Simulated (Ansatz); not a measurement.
The cluster Cu3⁺ (the lowest singlet isomer of a short search). The state is a singlet with charge 1. Geometry PBE0-D4/def2-TZVP, basis def2-TZVP, Ansatz.

```csv
atom,x (Å),y (Å),z (Å)
Cu1,1.1083,0.6863,-0.4689
Cu2,-1.0405,0.6912,0.5990
Cu3,-0.0678,-1.3775,-0.1300
```

```csv
run,HOMO (eV),LUMO (eV)
A,-10.66,-8.01
B,-10.85,-8.27
C,-13.31,-6.47
D,-12.07,-7.26
E,-11.68,-7.62
F,-12.79,-4.04
```

HSE06 is defined as in plane-wave codes, on full-range PBE exchange. The structure comes from a short search, and lower isomers may exist.

Question: The runs used B97M-V, CAM-B3LYP, HF, HSE06, PBE0, r2SCAN. Estimate which is which.

Answer: A r2SCAN (0 % exact exchange); B B97M-V (0 % exact exchange); C CAM-B3LYP (range-separated); D PBE0 (25 % exact exchange); E HSE06 (range-separated); F HF (100 % exact exchange). Exact exchange lowers occupied and raises empty levels; among semilocal functionals meta-GGAs tend to open the gap a little, and such runs are hard to tell apart. The gap grows from 2.58 eV (B97M-V) to 8.75 eV (HF).
